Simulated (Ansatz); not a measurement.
Cartesian coordinates in Å:
```
C 0.943 1.162 0.171
C -0.194 1.110 -0.515
O -1.030 0.066 -0.662
In -0.837 -1.752 0.104
F 0.776 -1.960 1.175
H 1.336 0.311 0.717
H 1.503 2.087 0.190
H -0.560 1.985 -1.052
H -1.935 -3.008 -0.129
```

Charge 0, multiplicity 1. In takes the def2 core potential.

(1) List the r2SCAN/def2-TZVPP orbital energies in eV (Ansatz). (An estimate is asked.)

## Answers

(1) Computed: Occupied: -664.71, -516.12, -274.33, -272.24, -126.43, -83.20, -82.86, -82.85, -29.12, -26.80, -20.50, -20.37, -20.31, -20.30, -20.05, -18.90, -14.71, -12.25, -11.73, -10.66, -9.69, -9.52, -9.35, -8.99, -8.54, -7.46, -5.58. Lowest empty: -2.25, -2.13, 0.02, 0.37, 2.11, 2.30, 2.36, 2.89.
